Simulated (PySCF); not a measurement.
# Diatomic cations of K with the fifth-period p block

CCSD(T) with double-zeta basis sets in PySCF, for the lowest determinant that a PBE0 search found; no spin–orbit coupling. De refers to high-spin ground-configuration atoms (the charge goes to the atom of lower measured ionisation energy or higher electron affinity, which is not always the lowest computed limit).

| M | basis | reference, frozen orbitals | charged atom | state (unpaired electrons) | Re (Å) | ωe (cm⁻¹) | De (eV) |
| --- | --- | --- | --- | --- | --- | --- | --- |
| In | x2c-SVPall | UHF, 23 | K+ | doublet (σ ↑) | 4.123 | 69.2 | 0.59 |
| Sn | def2-SVP | UHF, 9 | K+ | triplet (σ ↑, π ↑) | 3.980 | 66.9 | 0.31 |
| Sb | x2c-SVPall | UHF, 23 | K+ | quartet (σ ↑, π ↑↑) | 3.866 | 67.1 | 0.23 |
| Te | def2-SVP | UHF, 9 | K+ | triplet (π ↑↑) | 3.766 | 82.1 | 0.42 |
| I | x2c-SVPall | UHF, 23 | K+ | doublet (π ↑) | 3.663 | 82.0 | 0.33 |

The shortest bond is that of KI⁺ (3.663 Å), the longest that of KIn⁺ (4.123 Å).

The rows differ in basis set, which adds steps of its own.

The state changes along the series, so neighbouring rows are not always alike in their bonding.

Correlated steps freeze the inner cores (9 to 23 orbitals); shallow outer-core shells are correlated. Weak bonds: KI⁺, KSb⁺, KSn⁺, KTe⁺. Basis-set superposition, not corrected here, can be much of De in a small basis, most of all at correlated wavefunction levels. Spin–orbit coupling is left out, which matters for elements this heavy, above all for dissociation energies. For an ion De counts to the pair picked by the measured ionisation energies or electron affinities, which need not be the lowest pair at this level. States were picked by a PBE0 search and need not be the measured ground states.
